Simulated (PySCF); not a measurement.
Partial charges of FeO4

Species: FeO4 (singlet state).
Geometry (PBE0-D3(BJ)/def2-SVP, Å), atoms numbered from 1 in this order:
```
atom  x, y, z in Å
Fe1   -0.0007    0.0001    0.0003
O2     0.0164   -0.0350    1.5537
O3     1.4582    0.0087   -0.5306
O4    -0.7351    1.2816   -0.4828
O5    -0.7389   -1.2555   -0.5407
```

Density: PBE0/pcSseg-1 (pcSseg-2 on Fe) (PySCF); schemes: Mulliken, IAO, Hirshfeld and ESP-fitted. Isolated species at its PBE0-D3(BJ)/def2-SVP geometry, gas phase.

Task: Do the Mulliken, IAO, Hirshfeld and ESP-fitted schemes agree on where the charge is lowest?

Result: All schemes pick atoms of one kind: Mulliken O2, O4 and O5 (-0.274); IAO O4 (-0.393); Hirshfeld O2, O3, O4 and O5 (-0.181); ESP-fitted O2, O4 and O5 (-0.186).

Task: For which atoms does the sign change between the 4 schemes (beyond +0.03 e in one, beyond −0.03 e in another)?

Result: For none.

Task: Which atoms carry the highest charge in the Mulliken, IAO, Hirshfeld and ESP-fitted schemes?

Result: All schemes agree: Mulliken Fe1 (+1.094); IAO Fe1 (+1.568); Hirshfeld Fe1 (+0.725); ESP-fitted Fe1 (+0.744).

Task: Tabulate the Mulliken, IAO, Hirshfeld and ESP-fitted charges.

Result: In e:

```csv
atom,environment,Mulliken,IAO,Hirshfeld,ESP-fitted
Fe1,iron bonded to 4 O,+1.094,+1.568,+0.725,+0.744
O2,oxygen bonded to Fe,-0.274,-0.392,-0.181,-0.186
O3,oxygen bonded to Fe,-0.273,-0.391,-0.181,-0.185
O4,oxygen bonded to Fe,-0.274,-0.393,-0.181,-0.186
O5,oxygen bonded to Fe,-0.274,-0.392,-0.181,-0.186
```

Mean size of the charges over all atoms: IAO 0.627 e, Mulliken 0.438 e, ESP-fitted 0.298 e, Hirshfeld 0.290 e. Each set sums to the total charge, 0, to within 0.001 e. The ESP scheme fits charges at the nuclei, held to the total charge, to the electrostatic potential on points at 1.4 to 2.0 times the van der Waals radii. The IAO scheme projects the occupied orbitals on a minimal set of polarised atomic orbitals and counts the electrons in each atom's part of it.

Task: Sum the charges by element, for elements with more than one atom.

Result: 
```tsv
element	atoms	Mulliken	IAO	Hirshfeld	ESP-fitted
O	4	-1.094	-1.568	-0.725	-0.744
```

Task: How many electrons does the ESP-fitted scheme count on O4?

Result: Z − q = 8 − (-0.186) = 8.186.

The run behind these numbers computed NMR shieldings as well. Time: 22 s. Hardware: an Arm Neoverse N1 with one thread, shared host.
